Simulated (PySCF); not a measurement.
Compound: C5H5NO.
Z-matrix (Å and degrees, GFN2-xTB geometry), rows numbered from 1:
```
N 
C   1  1.2592
C   2  1.4524  1  126.98
C   3  1.3524  2  135.11  1   179.83
C   4  1.5068  3   95.68  2  -179.97
C   3  1.4907  2  133.23  1     0.25
O   6  1.1939  3  136.76  2     0.44
H   1  1.0202  2  114.54  3     0.06
H   2  1.0886  1  117.13  3   179.93
H   4  1.0749  3  133.48  2    -0.15
H   5  1.0895  4  116.12  3   115.21
H   5  1.0895  4  116.05  3  -114.65
```

Theory: TDDFT PBE0/def2-SVPD, vertical, gas phase, core orbitals frozen in the response (PySCF 2.14.0, density-fitted response routines).

Frontier orbitals with the atoms that hold most of them (Löwdin shares over 4%, at most four atoms; ? is withheld):

```
orbital  ε (eV)                           atoms
 HOMO-3  -10.46  C2 28%, N1 27%, C3 14%, O7 13%
 HOMO-2   -8.21  C4 23%, C3 22%, N1 21%, C2 10%
 HOMO-1   -8.18    N1 37%, O7 26%, C3 7%, C2 6%
   HOMO   -7.46                               ?
   LUMO       ?                               ?
 LUMO+1   -0.92  C6 21%, C2 19%, N1 19%, O7 18%
 LUMO+2    0.68  C4 27%, C5 16%, H10 12%, C2 8%
```

(1) Give the leading atoms of the HOMO.

(2) Give the leading atoms of the LUMO.

(3) What is the LUMO energy, and the HOMO–LUMO gap?

Results:

(1) O7 (bonded to C) 28%; N1 (bonded to C and H) 28%; C2 (bonded to C, N and H) 10%; C3 (bonded to 3 C) 9%. By element: oxygen 28%, nitrogen 28%, carbon 19% or more.

(2) C4 (bonded to 2 C and H) 36%; C3 (bonded to 3 C) 15%; N1 (bonded to C and H) 12%; O7 (bonded to C) 10%. By element: carbon 51% or more, nitrogen 12%, oxygen 10%.

(3) ε(LUMO) = -2.27 eV; the gap is 5.19 eV (0.1908 hartree).

Question: How does S1 compare with the orbital gap of 5.19 eV?

Answer: S1 is at 3.58 eV (f = 0.0003), 1.61 eV below the gap, made of HOMO→LUMO (92%). Without the coupling terms of the response equations the lowest excitation would equal the gap.

Next come S2 at 4.25 eV (f 0.0024), HOMO-1→LUMO (67%), HOMO→LUMO+1 (27%); S3 at 5.01 eV (f 0.0009), HOMO→LUMO+1 (67%), HOMO-1→LUMO (28%); S4 at 5.42 eV (f 0.168), HOMO-2→LUMO (86%), HOMO-2→LUMO+1 (10%); S5 at 5.60 eV (f 0.0009), HOMO-1→LUMO+1 (89%).

One conformer stands for the species.
